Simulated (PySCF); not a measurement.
**Radial density of Ba⁴⁹⁺ (barium, charge +49)**

M06, [He] 2s2 2p3, high-spin 4S determinant. Computed with PySCF 2.14 in an uncontracted even-tempered set (17 s from 26 bohr⁻², ratio 2.2; 10 p from 33 bohr⁻², ratio 2.2; 5 d from 130 bohr⁻², ratio 2.4; 5 f from 190 bohr⁻², ratio 2.4; 4 g from 280 bohr⁻², ratio 2.4), with the non-relativistic Hamiltonian (point nucleus).

```json
{"r (bohr)": "0.000458", "4πr²ρ (e/bohr)": "0.3069", "4πr²(ρα − ρβ)": "0.0001"}
{"r (bohr)": "0.000770", "4πr²ρ (e/bohr)": "0.8386", "4πr²(ρα − ρβ)": "0.0002"}
{"r (bohr)": "0.00130", "4πr²ρ (e/bohr)": "2.237", "4πr²(ρα − ρβ)": "0.0006"}
{"r (bohr)": "0.00218", "4πr²ρ (e/bohr)": "5.734", "4πr²(ρα − ρβ)": "0.0023"}
{"r (bohr)": "0.00367", "4πr²ρ (e/bohr)": "13.74", "4πr²(ρα − ρβ)": "0.0107"}
{"r (bohr)": "0.00617", "4πr²ρ (e/bohr)": "29.38", "4πr²(ρα − ρβ)": "0.0600"}
{"r (bohr)": "0.0104", "4πr²ρ (e/bohr)": "51.85", "4πr²(ρα − ρβ)": "0.3692"}
{"r (bohr)": "0.0174", "4πr²ρ (e/bohr)": "66.81", "4πr²(ρα − ρβ)": "2.0232"}
{"r (bohr)": "0.0293", "4πr²ρ (e/bohr)": "54.55", "4πr²(ρα − ρβ)": "8.4210"}
{"r (bohr)": "0.0494", "4πr²ρ (e/bohr)": "39.95", "4πr²(ρα − ρβ)": "22.8289"}
{"r (bohr)": "0.0830", "4πr²ρ (e/bohr)": "49.89", "4πr²(ρα − ρβ)": "30.2931"}
{"r (bohr)": "0.140", "4πr²ρ (e/bohr)": "24.64", "4πr²(ρα − ρβ)": "12.0906"}
{"r (bohr)": "0.235", "4πr²ρ (e/bohr)": "1.504", "4πr²(ρα − ρβ)": "0.6470"}
{"r (bohr)": "0.395", "4πr²ρ (e/bohr)": "0.003609", "4πr²(ρα − ρβ)": "0.0013"}
```

A non-relativistic calculation at this Z misses sizeable relativistic shifts. Spin-orbit coupling, which splits the p, d and f shells strongly at this Z, is absent. Spin-orbit coupling is strong in this species (close to jj coupling), so the high-spin LS determinant is a model state, not a physical level.
